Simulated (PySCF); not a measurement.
A calculated (BP86, PySCF 2.14, cc-pVTZ, the non-relativistic Hamiltonian (point nucleus)) atom or ion has these occupied shells.

| shell | electrons | orbital energy (eV) | rms radius, mean of both spins (bohr) |
| --- | --- | --- | --- |
| 1s | 2 | -106.43 | 0.490 |
| 2s | 2 | -5.710 | 2.86 |

Q: Name the element and its charge.

A: Be (beryllium, neutral), in [He] 2s2, closed-shell 1S.
